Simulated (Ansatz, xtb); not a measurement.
# F2H4O2Si2: 3 structures ranked

3 gas-phase structures of F2H4O2Si2, from a drawn sample of its isomers (lower ones may exist). Each was relaxed with GFN2-xTB; where two conformers were screened, the lower at r2SCAN-D4/def2-SVP is listed:

A. `O[Si](F)(F)O[SiH3]`, a singlet
B. `O[Si@H](F)O[SiH2]F`, a singlet
C. `O[SiH2]O[SiH](F)F`, a singlet

Task: Which do you expect lowest at r2SCAN-D4/def2-SVP, and how would the others follow?

Result: Calculated order at r2SCAN-D4/def2-SVP: A (0.0), B (3.1), C (6.7) kJ/mol. Less than 1 kcal/mol parts A and B; B and C, so the order within those pairs means little.

Energies above the lowest of each column, in kJ/mol; the last columns are at PBE0-D3(BJ)/def2-SVP geometries:

```csv
structure,GFN2-xTB,HF/STO-3G,r2SCAN-D4/def2-SVP,PBE0-D3(BJ)/def2-SVP,CCSD(T)/def2-SVP + ΔMP2/def2-TZVPP
A,38.5,0.0,0.0,0.0,0.0
B,0.0,18.6,3.1,2.3,2.6
C,3.8,26.7,6.7,2.5,4.9
```

CCSD(T)/def2-SVP + ΔMP2/def2-TZVPP has A and B within 1 kcal/mol of each other at the bottom, and every level picks one of them. Flexible structures stand in one conformer each, not always the lowest. ΔMP2 is the change of the MP2 energy from the smaller to the larger basis.

Programs: Ansatz 0.2.0, xtb 6.7.1.
